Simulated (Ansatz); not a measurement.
One change: `[AlH2][SiH2][GeH3]` becomes `[AlH2][SiH2][ZnH]`.

Ansatz, PBE0-D4/def2-TZVP geometries, multiplicity 1. 

Scalar relativity is left out up to krypton.

```
                                          property  `[AlH2][SiH2][GeH3]`
             HOMO–LUMO gap (B3LYP/def2-TZVPP) / eV                  4.87
               HOMO energy (B3LYP/def2-TZVPP) / eV                 -7.25
           HOMO–LUMO gap (ωB97M-V/def2-TZVPP) / eV                  8.79
               HOMO–LUMO gap (PBE/def2-TZVPP) / eV                  3.49
size of the dipole moment (ωB97M-V/def2-TZVPP) / D                  0.49
                 HOMO energy (PBE/def2-TZVPP) / eV                 -6.43
```

What does the change do to each property? (Best estimate.)

The calculation gave: 
| property | `[AlH2][SiH2][ZnH]` | shift |
| --- | --- | --- |
| HOMO–LUMO gap (B3LYP/def2-TZVPP) / eV | 4.47 | -0.40 |
| HOMO energy (B3LYP/def2-TZVPP) / eV | -6.75 | 0.50 |
| HOMO–LUMO gap (ωB97M-V/def2-TZVPP) / eV | 8.33 | -0.46 |
| HOMO–LUMO gap (PBE/def2-TZVPP) / eV | 3.19 | -0.30 |
| size of the dipole moment (ωB97M-V/def2-TZVPP) / D | 0.17 | -0.32 |
| HOMO energy (PBE/def2-TZVPP) / eV | -6.01 | 0.42 |

With PBE0 the HOMO rises by 0.51 eV and the LUMO rises by 0.11 eV, so the gap narrows by about 0.40 eV. PBE moves the HOMO by 0.42 eV and ωB97M-V by 0.54 eV. The zero-point energy changes by -45.2 kJ/mol with -6 modes. Dipoles are sizes alone; their direction can turn.

B3LYP here is the variant with VWN-RPA as its local correlation; programs differ in this.
